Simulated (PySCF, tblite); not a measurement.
Isomers of C6H9ClSi, one GFN2-xTB conformer each. Single-point energies are computed at PBE0/pcSseg-1 (PySCF, gas phase, no added dispersion term), electronic only.

```tsv
SMILES	GFN2-xTB relative energy (kcal/mol)
C=C(C#C[SiH2]C)CCl	11.9
CC#C[SiH2]C/C=C/Cl	9.0
CC1=C[SiH2][C@H]1/C=C\Cl	0.0
```

Conformers: `[CH2:1]=[C:2]([C:3]#[C:4][SiH2:5][CH3:6])[CH2:7][Cl:8]` with C1–C2–C7–Cl8 104°; `[CH3:1][C:2]#[C:3][SiH2:4][CH2:5]/[CH:6]=[CH:7]/[Cl:8]` with C3–Si4–C5–C6 63°, Si4–C5–C6–C7 -100°; `[CH3:1][C:2]1=[CH:3][SiH2:4][C@H:5]1/[CH:6]=[CH:7]\[Cl:8]` with Si4–C5–C6–C7 -106°.

**Question.** What does PBE0/pcSseg-1 give for the same structures?

**Answer.** 
```json
{"SMILES": "CC1=C[SiH2][C@H]1/C=C\\Cl", "PBE0/pcSseg-1 E (Eh)": "-983.06924", "PBE0/pcSseg-1 (kcal/mol)": "0.0", "GFN2-xTB (kcal/mol)": "0.0", "point group": "C1"}
{"SMILES": "C=C(C#C[SiH2]C)CCl", "PBE0/pcSseg-1 E (Eh)": "-983.05978", "PBE0/pcSseg-1 (kcal/mol)": "5.9", "GFN2-xTB (kcal/mol)": "11.9", "point group": "C1"}
{"SMILES": "CC#C[SiH2]C/C=C/Cl", "PBE0/pcSseg-1 E (Eh)": "-983.05740", "PBE0/pcSseg-1 (kcal/mol)": "7.4", "GFN2-xTB (kcal/mol)": "9.0", "point group": "C1"}
```

Both levels put the same isomer lowest; measured from each level's own lowest isomer, the values differ by up to 6.0 kcal/mol (C=C(C#C[SiH2]C)CCl: 11.9 against 5.9). As drawn, the lowest has a four-membered ring, which the highest lacks; the highest has a C≡C bond, which the lowest lacks. Neighbours under 2.5 kcal/mol apart (C=C(C#C[SiH2]C)CCl and CC#C[SiH2]C/C=C/Cl) can change places with a better method, another conformer or zero-point energy.

**Question.** Which frontier levels, dipoles and rotational constants go with these structures?

**Answer.** 
| SMILES | HOMO (eV, PBE0/pcSseg-1) | LUMO (eV) | dipole (D) | A, B, C (MHz) |
| --- | --- | --- | --- | --- |
| CC1=C[SiH2][C@H]1/C=C\Cl | -6.72 | -0.26 | 1.87 | 2298, 843.0, 688.2 |
| C=C(C#C[SiH2]C)CCl | -7.24 | -1.40 | 1.40 | 2165, 599.2, 503.7 |
| CC#C[SiH2]C/C=C/Cl | -6.83 | -0.10 | 1.84 | 1425, 794.0, 536.1 |

**Question.** What happens when harmonic zero-point energies from GFN2-xTB frequencies are added?

**Answer.** 
```json
{"SMILES": "CC1=C[SiH2][C@H]1/C=C\\Cl", "ZPE (kcal/mol)": "78.0", "electronic (kcal/mol)": "0.0", "with ZPE (kcal/mol)": "0.0"}
{"SMILES": "C=C(C#C[SiH2]C)CCl", "ZPE (kcal/mol)": "76.7", "electronic (kcal/mol)": "5.9", "with ZPE (kcal/mol)": "4.6"}
{"SMILES": "CC#C[SiH2]C/C=C/Cl", "ZPE (kcal/mol)": "76.8", "electronic (kcal/mol)": "7.4", "with ZPE (kcal/mol)": "6.2"}
```

The zero-point energies span 1.3 kcal/mol. The order is unchanged.
